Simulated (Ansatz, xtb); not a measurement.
The molecule Si2-, multiplicity 2 (lowest of 2S+1 = 2, 4 at CCSD(T)/def2-TZVPP on PBE0 minima; our sources give no spin for the ground state, which may be another).

Constants: fifth-degree fit in 1/R to seven points, most abundant isotopes. Runs in def2 and cc sets follow the lowest solution found near the PBE0 minimum.

Codes used: Ansatz (a first-principles code); xtb for the GFN methods.  The GFN methods have no spin term and hold the electronic entropy of 300 K.

```
level                                r_e (Å)  ω_e (cm⁻¹)  α_e (cm⁻¹)  B_e (cm⁻¹)
-----------------------------------  -------  ----------  ----------  ----------
GFN2-xTB                               2.100         942      0.0019       0.273
SVWN5/def2-TZVPP                       2.093         598      0.0015       0.275
B97M-V/def2-TZVPP                      2.183         563      0.0013       0.253
B3LYP/def2-TZVPP                       2.189         550      0.0013       0.252
PBE0/def2-TZVPP                        2.179         567      0.0012       0.254
BHLYP/def2-TZVPP                       2.161         589      0.0012       0.258
CAM-B3LYP/def2-TZVPP                   2.157         589      0.0012       0.259
wB97X-V/def2-TZVPP                     2.150         609      0.0011       0.261
wB97M-V/def2-TZVPP                     2.159         593      0.0012       0.259
B2PLYP/def2-TZVPP                      2.194         540      0.0014       0.250
CCSD/aug-cc-pV(T+d)Z                   2.119         589      0.0014       0.269
CCSD/def2-TZVPP                        2.110         598      0.0014       0.271
CCSD/def2-QZVPP                        2.106         599      0.0014       0.272
CCSD(T)/aug-cc-pV(T+d)Z                2.133         568      0.0015       0.265
CCSD(T)/def2-TZVPP                     2.125         576      0.0015       0.267
CCSD(T)/def2-QZVPP                     2.120         579      0.0015       0.268
CCSD(T)/CBS(def2-TZVPP, def2-QZVPP)    2.113         586      0.0015       0.270
```

Cores are frozen in the correlated methods. CBS(a, b) extrapolates the correlation energy as X⁻³ and adds the Hartree–Fock energy of set b.
